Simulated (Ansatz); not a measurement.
Molecule: trimethoxy(methyl)silane, C$_{4}$H$_{12}$O$_{3}$Si, net charge 0, singlet state. 
Coordinates optimised at B3LYP-D3(BJ)/def2-TZVP (Ansatz, a program for electronic structure):
```xyz
20

Si    -0.0090    -0.0025    -0.1041
C     -0.1701    -0.0472    -1.9579
O     -1.2858    -0.7276     0.6136
C     -2.6245    -0.2658     0.5712
O      0.0652     1.5362     0.4417
C      1.1146     2.4515     0.1809
O      1.3458    -0.7739     0.3861
C      1.5969    -2.1615     0.2501
H     -1.0910     0.4399    -2.2858
H     -0.1878    -1.0745    -2.3278
H      0.6660     0.4648    -2.4390
H     -3.0095    -0.2500    -0.4535
H     -3.2377    -0.9480     1.1600
H     -2.7066     0.7385     0.9942
H      2.0700     2.0676     0.5471
H      0.8878     3.3842     0.6972
H      1.2053     2.6610    -0.8898
H      1.6178    -2.4626    -0.8023
H      2.5713    -2.3749     0.6896
H      0.8374    -2.7504     0.7702
```

Dipole moments at this geometry, in debye (magnitudes).

```
level                    program  dipole (D)
-----------------------  -------  ----------
SVWN5/def2-TZVPD          Ansatz        1.45
BLYP/def2-TZVPD           Ansatz        1.36
revPBE/def2-TZVPD         Ansatz        1.34
r2SCAN/def2-TZVPD         Ansatz        1.41
B3LYP/def2-TZVPD          Ansatz         ___
PBE0/def2-TZVPD           Ansatz        1.46
r2SCAN0/def2-TZVPD        Ansatz        1.48
HSE06/def2-TZVPD          Ansatz        1.45
CAM-B3LYP/def2-TZVPD      Ansatz        1.50
LC-wPBE/def2-TZVPD        Ansatz        1.53
wB97M-V/def2-TZVPD        Ansatz        1.45
wB97X-V/def2-TZVPD        Ansatz        1.49
CCSD(T)/aug-cc-pV(D+d)Z   Ansatz         ___
```

### Question
Some entries are withheld; supply them.

### Answer

- B3LYP/def2-TZVPD, dipole (D): 1.44
- CCSD(T)/aug-cc-pV(D+d)Z, dipole (D): 1.41
